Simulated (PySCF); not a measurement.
Compound: C₃H₇FSi.
SMILES with atom numbers: `[F:1][C@@H:2]1[CH2:3][C@H:4]1[SiH3:5]` (hydrogens: H6 on C2; H7, H8 on C3; H9 on C4; H10, H11, H12 on Si5)

Jobs on this species (12 atoms, 48 electrons) with PySCF (density fitting). Hardware of each: one thread, Arm Neoverse V2 (aarch64), shared host. The host was shared with other jobs, so the times are rough. Peak memory is the resident size of the whole Python process, interpreter and libraries included.

Question: Rank these jobs by wall time, shortest first.
A. B97-D/6-31++G**; spin–spin couplings from 12 perturbed nuclei, spin–dipole term for 2 of them; 136 basis functions
B. delta-SCF UKS SCAN, pcX-2 on the ionised atom, pcseg-1 elsewhere, spin-free X2C; ΔSCF core ionisation, 6 holes; 151 basis functions
C. HF/pcSseg-1, grid level 1; shieldings, ring-centre shieldings, charges and field gradients; 127 basis functions
D. PBE0/pcseg-1; shieldings, ring-centre shieldings, charges and field gradients; 109 basis functions
E. CAM-B3LYP/def2-SVPD; 8 singlets by full TDDFT, 3 Tamm–Dancoff triplets, polarisability, density and orbital grids written; 163 basis functions

Answer: C (3.5 s), D (6.4 s), A (14 s), E (24 s), B (48 s).

All jobs:

| level and settings | work | basis functions | SCF cycles | wall time | peak memory |
| --- | --- | --- | --- | --- | --- |
| HF/pcSseg-1, grid level 1 | shieldings, ring-centre shieldings, charges and field gradients | 127 | 10 | 3.5 s | 0.64 GiB |
| PBE0/pcseg-1 | shieldings, ring-centre shieldings, charges and field gradients | 109 | 12 | 6.4 s | 0.56 GiB |
| B97-D/6-31++G** | spin–spin couplings from 12 perturbed nuclei, spin–dipole term for 2 of them | 136 | 13 | 14 s | 0.49 GiB |
| PBE0/def2-SVPD | 6 singlets by full TDDFT, 2 Tamm–Dancoff triplets, polarisability, density and orbital grids written | 163 | 12 | 16 s | 0.70 GiB |
| B3LYP/aug-pcSseg-1, IEF-PCM methanol | shieldings, ring-centre shieldings | 200 | 12 | 16 s | 0.85 GiB |
| PBE0/aug-cc-pVDZ, level shift 0.3 Eh | shieldings, ring-centre shieldings, charges and field gradients | 182 | 12 | 18 s | 0.71 GiB |
| X3LYP/def2-SVPD, grid level 3 | spin–spin couplings from 12 perturbed nuclei, spin–dipole term for 2 of them | 163 | 12 | 19 s | 0.79 GiB |
| CAM-B3LYP/def2-SVPD | 8 singlets by full TDDFT, 3 Tamm–Dancoff triplets, polarisability, density and orbital grids written | 163 | 12 | 24 s | 0.72 GiB |
| delta-SCF UKS SCAN, pcX-2 on the ionised atom, pcseg-1 elsewhere, spin-free X2C | ΔSCF core ionisation, 6 holes | 151 | 93 | 48 s | 0.59 GiB |

Q: What do all jobs in the table cost together?

A: About 2.7 min; the longest takes about 29 % of that, and about 14 times as long as the shortest.

Note: B97-D ran without an empirical dispersion term, which enters the total energy and its gradient alone.
